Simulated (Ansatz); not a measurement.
SnHMe2I (C2H7ISn), 11 atoms. Hardware: 4 threads of Intel Xeon on a shared host.

In the def2 sets I, Sn take a core potential; there is no spin–orbit coupling.

Q: How many basis functions does each of these Ansatz runs have, and roughly what does it cost? r2SCAN-D4/def2-TZVP, charge 0 singlet, energy, from earlier orbitals; ωB97X-V/def2-TZVPD, charge 0 singlet, energy, from earlier orbitals; PBE-D4/def2-TZVPD, charge -1 doublet at the geometry of the charge 0 singlet, energy, from earlier orbitals; PBE-D4/def2-SVP, charge 0 singlet, energy, from earlier orbitals; PBE0-D4/def2-TZVP, charge 0 singlet, energy and forces, from earlier orbitals; r2SCAN-D4/def2-TZVP, charge 0 triplet at the geometry of the charge 0 singlet, energy, from earlier orbitals; PBE0-D4/def2-TZVPD, charge 0 singlet, energy, from earlier orbitals; ωB97X-V/def2-TZVPD, charge -1 doublet at the geometry of the charge 0 singlet, energy, from earlier orbitals; PBE0-D4/def2-TZVP, charge 0 triplet at the geometry of the charge 0 singlet, energy; B3LYP-D4/def2-TZVP, charge 0 singlet, energy, from earlier orbitals; ωB97X-V/def2-TZVP, charge 0 singlet, energy, from earlier orbitals; r2SCAN-D4/def2-SVP, charge 0 singlet, relaxation, 6 steps.

A: Other jobs shared the machine, so times can vary by a factor of up to 3. A dash marks memory too small to be measured apart from the calling script's.

| run | functions | fitting or Cholesky vectors | wall time | peak host memory (GiB) |
| --- | --- | --- | --- | --- |
| PBE-D4/def2-SVP, charge 0 singlet, energy, from earlier orbitals | 115 | 1329 | 4.9 s | – |
| r2SCAN-D4/def2-TZVP, charge 0 singlet, energy, from earlier orbitals | 204 | 1423 | 12 s | – |
| B3LYP-D4/def2-TZVP, charge 0 singlet, energy, from earlier orbitals | 204 | 1511 | 13 s | 0.58 |
| PBE-D4/def2-TZVPD, charge -1 doublet at the geometry of the charge 0 singlet, energy, from earlier orbitals | 252 | 1523 | 15 s | – |
| PBE0-D4/def2-TZVP, charge 0 singlet, energy and forces, from earlier orbitals | 204 | 1547 | 15 s | 0.61 |
| PBE0-D4/def2-TZVPD, charge 0 singlet, energy, from earlier orbitals | 252 | 1652 | 17 s | 0.78 |
| r2SCAN-D4/def2-SVP, charge 0 singlet, relaxation, 6 steps | 115 | 1329 | 22 s | – |
| ωB97X-V/def2-TZVP, charge 0 singlet, energy, from earlier orbitals | 204 | 1489 | 22 s | 0.72 |
| r2SCAN-D4/def2-TZVP, charge 0 triplet at the geometry of the charge 0 singlet, energy, from earlier orbitals | 204 | 1423 | 36 s | 0.67 |
| ωB97X-V/def2-TZVPD, charge 0 singlet, energy, from earlier orbitals | 252 | 1612 | 38 s | 1 |
| PBE0-D4/def2-TZVP, charge 0 triplet at the geometry of the charge 0 singlet, energy | 204 | 1547 | 92 s | 1.1 |
| ωB97X-V/def2-TZVPD, charge -1 doublet at the geometry of the charge 0 singlet, energy, from earlier orbitals | 252 | 1612 | 2.6 min | 1.5 |
